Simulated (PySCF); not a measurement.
The vertical singlet excitations below were computed for one of the candidates. Computed with PySCF 2.14.0, density-fitted response routines, TDDFT PBE0/def2-SVPD, vertical, gas phase, core orbitals frozen in the response. Geometries: GFN2-xTB, one conformer each.

| state | E (eV) | f | main configurations (H = HOMO, L = LUMO) |
| --- | --- | --- | --- |
| S1 | 4.78 | 0.0038 | H-1→L (98%) |
| S2 | 5.25 | 0.184 | H→L (94%) |
| S3 | 5.76 | 0.224 | H-2→L (95%) |
| S4 | 6.42 | 0.0000 | H-3→L (97%) |
| S5 | 6.61 | 0.011 | H→L+1 (95%) |
| S6 | 6.77 | 0.0026 | H-1→L+2 (80%), H-1→L+5 (18%) |
| S7 | 6.95 | 0.0004 | H→L+4 (70%), H-2→L+1 (24%) |
| S8 | 6.97 | 0.026 | H→L+2 (88%), H-4→L (8%) |

Task: Which structure fits? All have the formula C4H7N3Si.
A. `C=Cc1n[nH]nc1[SiH3]`
B. `Cc1cc([SiH3])nnn1`
C. `C=Cn1c([SiH3])cnn1`

Result: C. Its S1 lies at 4.78 eV; the nearest of the others has S1 at 5.35 eV. S1 is HOMO-1→LUMO (98%). Löwdin shares by element: HOMO carbon 56% or more, nitrogen 14% or more (atoms not listed hold the other 30%); LUMO carbon 44% or more, nitrogen 16% or more (atoms not listed hold the other 40%). At the same level the other candidates give, for their lowest levels:
- `Cc1cc([SiH3])nnn1`: 3.34 eV (f 0.004); 3.54 eV (f 0.000); 3.96 eV (f 0.000); 4.15 eV (f 0.005); 5.82 eV (f 0.009); T1 2.44 eV; HOMO -6.90, LUMO -1.87 eV
- `C=Cc1n[nH]nc1[SiH3]`: 5.35 eV (f 0.263); 5.93 eV (f 0.170); 5.93 eV (f 0.001); 6.45 eV (f 0.003); 6.50 eV (f 0.066); T1 3.38 eV; HOMO -7.02, LUMO -1.11 eV

Conformer computed: `[CH2:1]=[CH:2][n:3]1[n:4][n:5][cH:6][c:7]1[SiH3:8]`: C1–C2–N3–N4 0°.
Triplets come from the Tamm–Dancoff approximation.
